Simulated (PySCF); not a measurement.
C₄H₁₁ClSi, SMILES CC(C[SiH2]Cl)C (GFN2-xTB optimised geometry):

```
17

C      0.236    -1.698    -0.717
C      0.591    -0.643     0.325
C      2.109    -0.480     0.408
C     -0.063     0.703     0.000
Si    -1.964     0.703     0.000
Cl    -2.582     2.629     0.000
H      0.759    -2.629    -0.508
H     -0.832    -1.898    -0.716
H      0.523    -1.360    -1.710
H      0.227    -0.982     1.301
H      2.582    -1.425     0.666
H      2.378     0.254     1.165
H      2.507    -0.148    -0.549
H      0.286     1.440     0.729
H      0.306     1.043    -0.972
H     -2.489     0.067     1.208
H     -2.530     0.078    -1.195
```

Level of theory: PBE0/def2-SVP (PySCF).

What are the frontier orbital energies and the dipole moment?

HOMO-2 -9.30 eV, HOMO-1 -8.63 eV, HOMO -8.19 eV, LUMO 0.74 eV, LUMO+1 1.52 eV; dipole moment 1.90 D.

Meta-Löwdin charges at PBE0/def2-SVP: C1 -0.30, C2 -0.03, C3 -0.30, C4 -0.41, Si5 0.66, Cl6 -0.29, H7 0.10, H8 0.09, H9 0.10, H10 0.08, H11 0.10, H12 0.10, H13 0.09, H14 0.11, H15 0.11, H16 -0.11, H17 -0.10.
